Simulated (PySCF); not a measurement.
C2H6AlCl (SMILES [CH3][Al]([CH3])[Cl]), singlet, geometry from GFN2-xTB (such geometries of metal compounds can be far from the true shape). Base run: PySCF with PBE0/6-31G.

The PySCF input:
```python
from pyscf import gto, scf, dft

mol = gto.Mole()
mol.atom = '''
    Al    0.19336810   -0.22362314    0.20469739
    C     2.04881583   -0.63261564   -0.39867224
    H     2.55571720   -1.37044326    0.22610362
    H     2.67493413    0.26590339   -0.40733043
    H     2.05971573   -1.01409035   -1.42528396
    C    -0.68671713   -0.95115699    1.83877495
    H    -1.53792036   -1.59181966    1.58505454
    H    -1.09258753   -0.14857686    2.46389001
    H    -0.01687042   -1.54313835    2.46532995
    Cl   -0.90172744    1.04775891   -0.95349682
'''
mol.basis = '6-31g'
mol.verbose = 4
mol.build()

mf = dft.RKS(mol)
mf.xc = 'pbe0'
mf.kernel()
mo_i, mo_e, stable_i, stable_e = mf.stability(internal=True, external=True, return_status=True, nroots=6, tol=1e-6)
print('internally stable:', stable_i, ' externally stable:', stable_e)
if not stable_e:
    umf = mf.to_uhf() if not hasattr(mf, 'xc') else mf.to_uks()
    umf.scf_summary = {}
    umf.kernel(umf.make_rdm1(mo_e, umf.mo_occ))
```

The bond that is stretched is that between atoms 10 and 1. A test that says stable can miss a lower solution.

Variants of this job, named by their change:

```
change       ΔE vs base (eV)  <S^2>  HOMO-LUMO gap (eV)   stability test says
-----------  ---------------  -----  ------------------  --------------------
base                    0.00  0.000                6.99                stable
bond × 1.25             0.23  0.000                6.32                stable
bond × 1.5              1.46  0.000                4.55                stable
bond × 1.8              2.70  0.000                2.77                stable
bond × 2.2              3.73  0.000                1.55  external instability
```

Where a bond breaks into two radicals, a solution with restricted orbitals usually stops being the lowest and lies too high; an unrestricted one lies lower at the price of spin contamination, which <S^2> shows.
